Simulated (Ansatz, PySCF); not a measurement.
Noncovalent pair: C2H2 (SMILES C#C) (first 4 atoms) with CH3Br (SMILES CBr); geometry from B3LYP-D3(BJ)/def2-TZVP.
(charge 0, multiplicity 1):
```xyz
9

C     -0.0481     0.4930     0.1742
C     -0.0073    -0.2667    -0.7506
H     -0.0861     1.1527     1.0091
H      0.0299    -0.9323    -1.5782
C     -0.4002    -1.2031     3.3590
Br    -0.3503     0.6766     3.9135
H     -0.3032    -1.2260     2.2790
H     -1.3518    -1.6105     3.6811
H      0.4294    -1.7057     3.8433
```

Basis-set superposition error: the interaction energy with monomers in their own basis, and in the dimer's basis (counterpoise).

Codes used: Ansatz (Gaussian basis) for Hartree–Fock, density functionals and correlated methods; PySCF for 6-31G* rows. 

```csv
level,uncorrected (kJ/mol),counterpoise (kJ/mol),difference
BLYP/def2-TZVPPD,-1.3,-0.8,0.4
revPBE/def2-TZVPPD,-1.0,-0.6,0.4
r2SCAN/def2-TZVPPD,-7.8,-7.5,0.3
B97M-V/def2-TZVPPD,-10.2,-9.8,0.4
BHLYP/def2-TZVPPD,-5.2,-4.9,0.3
wB97M-V/def2-TZVPPD,-9.7,-9.4,0.4
MP2/6-31G*,-9.6,-5.2,4.4
MP2/aug-cc-pVDZ,-13.6,-8.4,5.2
SCS-MP2/aug-cc-pVDZ,-11.5,-6.1,5.4
CCSD(T)/aug-cc-pVDZ,-13.1,-7.4,5.7
```

The error is largest for CCSD(T)/aug-cc-pVDZ (5.7 kJ/mol) and smallest for BHLYP/def2-TZVPPD (0.3 kJ/mol).

Ansatz is a first-principles code.
